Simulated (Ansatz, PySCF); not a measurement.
H4P, SMILES [PH4+], charge +1. Atoms are numbered in the order given.

```xyz
5

P      0.0000     0.0000     0.0000
H      0.8064    -0.8064    -0.8064
H     -0.8064    -0.8064     0.8064
H     -0.8064     0.8064    -0.8064
H      0.8064     0.8064     0.8064
```
Charge +1, spin multiplicity 1.

Geometry: TPSSh-D3(BJ)/def2-TZVPD. The isomer is the one that the SMILES or the coordinates give; other isomers of the formula were not compared.

Two levels are set side by side: PBE-D3(BJ)/def2-TZVPD (Ansatz, an electronic-structure program) and TPSSh-D3(BJ)/def2-TZVPD (PySCF). Each level has its own optimised geometry; the coordinates shown are those of the second. Frequencies come from the Hessian of PySCF at each geometry. Differences are taken from unrounded values.

| quantity | TPSSh-D3(BJ) |
|---|---|
| mean bond length (Å) | 1.397 |
| bond P1–H2 (Å) | 1.397 |
| bond P1–H3 (Å) | 1.397 |
| bond P1–H4 (Å) | 1.397 |
| bond P1–H5 (Å) | 1.397 |
| highest harmonic wavenumber (cm⁻¹) | 2567 |
| mean harmonic wavenumber (cm⁻¹) | 1724 |
| zero-point energy (kcal/mol) | 22.18 |

What does PBE-D3(BJ) give, and how far is it from TPSSh-D3(BJ)? (The exact figures need the calculation; the answer reports its results.)


```json
[
 {"quantity": "mean bond length (Å)", "PBE-D3(BJ)": "1.411", "PBE-D3(BJ) minus TPSSh-D3(BJ)": "0.014"},
 {"quantity": "bond P1–H2 (Å)", "PBE-D3(BJ)": "1.411", "PBE-D3(BJ) minus TPSSh-D3(BJ)": "0.014"},
 {"quantity": "bond P1–H3 (Å)", "PBE-D3(BJ)": "1.411", "PBE-D3(BJ) minus TPSSh-D3(BJ)": "0.014"},
 {"quantity": "bond P1–H4 (Å)", "PBE-D3(BJ)": "1.411", "PBE-D3(BJ) minus TPSSh-D3(BJ)": "0.014"},
 {"quantity": "bond P1–H5 (Å)", "PBE-D3(BJ)": "1.411", "PBE-D3(BJ) minus TPSSh-D3(BJ)": "0.014"},
 {"quantity": "highest harmonic wavenumber (cm⁻¹)", "PBE-D3(BJ)": "2482", "PBE-D3(BJ) minus TPSSh-D3(BJ)": "-85"},
 {"quantity": "mean harmonic wavenumber (cm⁻¹)", "PBE-D3(BJ)": "1652", "PBE-D3(BJ) minus TPSSh-D3(BJ)": "-72"},
 {"quantity": "zero-point energy (kcal/mol)", "PBE-D3(BJ)": "21.26", "PBE-D3(BJ) minus TPSSh-D3(BJ)": "-0.92"}
]
```

Exact exchange shortens and stiffens bonds; PBE has none. Differences between two approximate levels are no errors against the true value.
